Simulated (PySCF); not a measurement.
# What a mistake does to a calculation on CH4NOSi

These are calculations, not measurements. They come from PySCF 2.14.0, an open-source quantum chemistry program, on an isolated molecule that a program drew, which may never have been made. The molecule is CH4NOSi (charge 0, doublet), drawn as the SMILES string `[CH2][Si](=N)O`.

Each row is a Hartree-Fock (HF) and frozen-core CCSD(T) single point in the cc-pV(D+d)Z basis, meant for a local HF minimum. Run 1 is clean. Each other run has one planted mistake out of seven kinds, and not every kind appears here: one electron removed, one electron added, multiplicity raised by two, geometry at a saddle point, minimal basis STO-3G, one bond length entered in bohr, all coordinates scaled. The reference is restricted for singlets and unrestricted otherwise, and also for a bond in bohr. Adding or removing an electron swaps singlet and doublet. Electrons count all cores. HOMO and LUMO are orbital energies over both spins, the gradient is its largest component, and the lowest frequency (negative if imaginary) is given only where the gradient is small. Bond lengths are over the 7 bonds as drawn. T1 is the CCSD diagnostic: over 0.02 (restricted) or 0.045 (unrestricted) a single reference is doubtful.

Geometry of the clean run:
```xyz
8
CH4NOSi, angstrom
C    -0.7105    0.5495    0.4279
Si    0.6424   -0.5145   -0.1667
N     1.6759   -0.3630   -1.3342
O     0.6643   -1.8306    0.7844
H    -0.9372    1.4997   -0.0432
H    -1.3355    0.2731    1.2704
H     1.7318    0.4126   -1.9648
H     1.3288   -2.4760    0.5838
```

| run | electrons | basis functions | <S^2> | HOMO (eV) | LUMO (eV) | gradient (hartree/bohr) | lowest frequency (cm^-1) | mean bond (Å) | longest bond (Å) | T1 | HF (hartree) | CCSD(T) (hartree) | mistake |
|---|---|---|---|---|---|---|---|---|---|---|---|---|---|
| 1 | 39 | 85 | 0.776 | -9.36 | 1.34 | 2.0e-05 | 240 | 1.3042 | 1.821 | 0.0186 | -458.43995 | -459.04718 | no fault |
| 2 | 39 | 28 | 1.111 | -5.47 | 7.37 | 6.2e-02 | - | 1.3042 | 1.821 | 0.0412 | -452.81311 | -453.02501 | minimal basis STO-3G |
| 3 | 40 | 85 | 0.000 | -1.35 | 9.27 | 7.6e-02 | - | 1.3042 | 1.821 | 0.0142 | -458.43184 | -459.07148 | one electron added |
| 4 | 39 | 85 | 3.768 | -4.22 | 0.44 | 1.8e-01 | - | 1.3042 | 1.821 | 0.0363 | -458.27789 | -458.84192 | ? |

**Which mistake was planted in run 4, and what did it cost?**

Electrons, basis and geometry are unchanged, and <S^2> is 3.768, beside S(S+1) = 3.75 for a multiplicity of 4. So the mistake is: multiplicity raised by two. Subtracting run 1 and multiplying by 627.51 kcal/mol a hartree, the energy moved by 101.7 kcal/mol in HF and 128.8 kcal/mol in CCSD(T).

